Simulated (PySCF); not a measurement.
# AlSb: everyday levels beside a composite calculation

PySCF; the state is a triplet (π ↑↑). The composite is CCSD(T) extrapolated to the basis-set limit from two correlation-consistent sets, with core-valence (CV) and scalar-relativistic (SR) terms as its label shows; it has no spin–orbit coupling and nothing beyond (T). Here it is CCSD(T)/CBS(DT). It gives Re = 2.738 Å, ωe = 261 cm⁻¹ and De = 1.84 eV to Al + Sb.

```json
{"level": "UHF", "basis": "def2-SVPD", "relativity": "scalar-relativistic core potentials", "Re (Å)": "2.775", "ωe (cm⁻¹)": "255", "De (eV)": "0.81"}
{"level": "UHF-MP2", "basis": "def2-SVPD", "relativity": "scalar-relativistic core potentials", "Re (Å)": "2.758", "ωe (cm⁻¹)": "259", "De (eV)": "1.43"}
{"level": "UHF-SCS-MP2", "basis": "def2-SVPD", "relativity": "scalar-relativistic core potentials", "Re (Å)": "2.767", "ωe (cm⁻¹)": "255", "De (eV)": "1.39"}
{"level": "UHF-CCSD", "basis": "def2-SVPD", "relativity": "scalar-relativistic core potentials", "Re (Å)": "2.767", "ωe (cm⁻¹)": "253", "De (eV)": "1.39"}
{"level": "UHF-CCSD(T)", "basis": "def2-SVPD", "relativity": "scalar-relativistic core potentials", "Re (Å)": "2.770", "ωe (cm⁻¹)": "251", "De (eV)": "1.47"}
{"level": "PBE", "basis": "def2-SVPD", "relativity": "scalar-relativistic core potentials", "Re (Å)": "2.777", "ωe (cm⁻¹)": "250", "De (eV)": "2.01"}
{"level": "PW91", "basis": "def2-SVPD", "relativity": "scalar-relativistic core potentials", "Re (Å)": "2.775", "ωe (cm⁻¹)": "251", "De (eV)": "2.04"}
{"level": "r²SCAN", "basis": "def2-SVPD", "relativity": "scalar-relativistic core potentials", "Re (Å)": "2.758", "ωe (cm⁻¹)": "256", "De (eV)": "1.87"}
{"level": "PBE0", "basis": "def2-SVPD", "relativity": "scalar-relativistic core potentials", "Re (Å)": "2.753", "ωe (cm⁻¹)": "259", "De (eV)": "1.88"}
{"level": "r²SCAN0", "basis": "def2-SVPD", "relativity": "scalar-relativistic core potentials", "Re (Å)": "2.744", "ωe (cm⁻¹)": "262", "De (eV)": "1.79"}
```

Give the difference of each row from the composite.



```
      level      basis  ΔRe (pm)  Δωe (%)  ΔDe (eV)
        UHF  def2-SVPD      +3.7     -2.3     -1.03
    UHF-MP2  def2-SVPD      +2.0     -0.8     -0.41
UHF-SCS-MP2  def2-SVPD      +2.9     -2.3     -0.45
   UHF-CCSD  def2-SVPD      +2.9     -3.1     -0.45
UHF-CCSD(T)  def2-SVPD      +3.2     -3.8     -0.37
        PBE  def2-SVPD      +3.9     -4.2     +0.17
       PW91  def2-SVPD      +3.7     -3.8     +0.20
     r²SCAN  def2-SVPD      +2.0     -1.9     +0.03
       PBE0  def2-SVPD      +1.5     -0.8     +0.04
    r²SCAN0  def2-SVPD      +0.6     +0.4     -0.05
```

Which rows come closest in De?

r²SCAN in def2-SVPD (+0.03 eV); PBE0 in def2-SVPD (+0.04 eV), counted from the composite.

Correlated steps freeze 9 core orbitals. Correlated levels converge slowly with the basis: in double zeta they bind strong bonds too weakly, by up to about 1 eV, and carry superposition errors of some tenths. These are scalar-relativistic numbers at best; spin–orbit coupling would shift them, the dissociation energy most. The state is the lowest determinant that a PBE0 search found; another state may lie lower at other levels.
